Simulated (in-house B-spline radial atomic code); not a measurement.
Configurations of the nickel ion Ni²⁺, with energies counted from [Ar] 3d8. Method: non-relativistic B97-1, spin-polarised, spherical fractional occupations, point nucleus. Calculated with an all-electron radial atomic-structure program (B-spline basis). Shells without spins written out take the highest spin.

Caution: exact exchange at fractional occupations of open shells leaves self-interaction of up to several eV.

Occupations are held fixed; configurations that lie above the ionisation limit could autoionise.

```csv
configuration,E - E(ref) (eV),highest orbital,its <r> (bohr)
[Ar] 3d7 4d1,23.74,4d up,4.028
"[Ar] 3d(3 up, 4 down) 4d(0 up, 1 down)",28.444,4d down,4.041
[Ne] 3s2 3p5 3d9,63.926,3d down,0.9737
[Ne] 3s2 3p5 3d8 4p1,80.648,4p up,2.689
"[Ne] 3s2 3p(2 up, 3 down) 3d(4 up, 4 down) 4p(0 up, 1 down)",84.736,4p down,2.7
[Ne] 3s2 3p5 3d8 4d1,89.228,4d up,4.007
"[Ne] 3s2 3p(3 up, 2 down) 3d(3 up, 5 down) 4d(1 up, 0 down)",92.606,4d up,4.043
```

(1) Order these further configurations by energy, lowest first.
A. [Ar] 3d(4 up, 3 down) 4s(1 up, 0 down)
B. [Ar] 3d7 4p1
C. [Ne] 3s2 3p5 3d8 4f1
D. [Ar] 3d7 4f1
E. [Ne] 3s2 3p5 3d8 4s1

(2) How far above the reference does [Ar] 3d(4 up, 4 down) lie?

(3) How far above the reference does [Ar] 3d7 4s1 lie?

Answers

(1) A (12.455 eV), B (15.234 eV), D (28.459 eV), E (73.046 eV), C (93.994 eV).

(2) 2.1829 eV; its least bound orbital is 3d up with <r> = 0.9622 bohr.

(3) 7.6833 eV; its least bound orbital is 4s up with <r> = 2.266 bohr.
